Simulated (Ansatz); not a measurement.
`FB[AsH2]`, charge 0, multiplicity 1.

Give a relaxed structure at PBE0-D4/def2-TZVP (Ansatz). (Best estimate.)

Ansatz gave: 
Cartesian coordinates in Å:
```
F 1.0505 0.5140 1.5026
B 0.5403 -0.3388 0.6346
As -1.1748 0.1182 -0.3476
H 1.0665 -1.4118 0.5327
H -0.6862 -0.4369 -1.6717
H -0.7963 1.5554 -0.6505
```
